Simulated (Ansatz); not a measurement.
Consider the ligand exchange at the Si–Cl bond: `BC[SiH2]Cl` + H₂S → `BC[SiH2]S` + HCl.

Program: Ansatz. Geometries: PBE0-D4/def2-TZVP. ΔE: electronic, gas phase. CCSD(T)/CBS is the MP2 limit (def2-TZVPP, def2-QZVPP) plus CCSD(T) − MP2 in def2-TZVPP, frozen cores. This one scheme is used for every species. DFT in def2-TZVPP. B3LYP here is the variant with VWN-RPA as its local correlation; programs differ in this. HSE06 is defined as in plane-wave codes. Each species was taken in one conformer, which may not be the lowest.

| level | ΔE (kJ/mol) | difference from CCSD(T)/CBS |
| --- | --- | --- |
| LDA (SPW92) | 32.9 | -6.4 |
| r2SCAN-D4 | 38.7 | -0.6 |
| B3LYP-D4 | 40.1 | 0.8 |
| r2SCAN0-D4 | 39.7 | 0.4 |
| CAM-B3LYP-D4 | 42.6 | 3.3 |
| PBE0 | 37.6 | -1.7 |
| B3LYP | 42.8 | 3.5 |
| r2SCANh | 39.6 | 0.3 |
| r2SCAN0 | 40.3 | 1.0 |
| HSE06 | 37.5 | -1.8 |
| CAM-B3LYP | 44.2 | 4.9 |
| RPA@PBE/def2-TZVPP | 38.9 | -0.4 |
| MP2/def2-SVP | 39.8 | 0.5 |
| CCSD/def2-TZVPP | 40.4 | 1.1 |
| HF/def2-QZVPP | 51.7 | 12.4 |
| HF/CBS(def2) | 51.8 | 12.5 |
| CCSD(T)/CBS | 39.3 | 0 |

(1) What do rigid-rotor, harmonic-oscillator terms from PBE0-D4/def2-TZVP frequencies (298.15 K, 1 bar) make of the CCSD(T)/CBS value? (An estimate is asked.)

Largest T1 diagnostic among the species: 0.011.

Answers

(1) Computed: ΔZPE = -1.2 kJ/mol, ΔH = +38.8 kJ/mol, ΔS = -6 J/(mol·K), ΔG = +40.7 kJ/mol. Modes under 50 cm⁻¹ make the entropy rough.

In def2-TZVPP, CCSD(T) changes the Hartree–Fock value by −12.8 kJ/mol (the triples alone add −2.0 kJ/mol) and MP2 by −12.2 kJ/mol. Leaving LDA and LC-ωPBE aside and taking each functional with its dispersion term where it has one, the values, not all of them listed here, spread over 10.8 kJ/mol, from revPBE-D4 to BHLYP-D4. From BLYP to BHLYP (50 % exact exchange), in def2-TZVPP and without D4, ΔE moves by +4.6 kJ/mol.
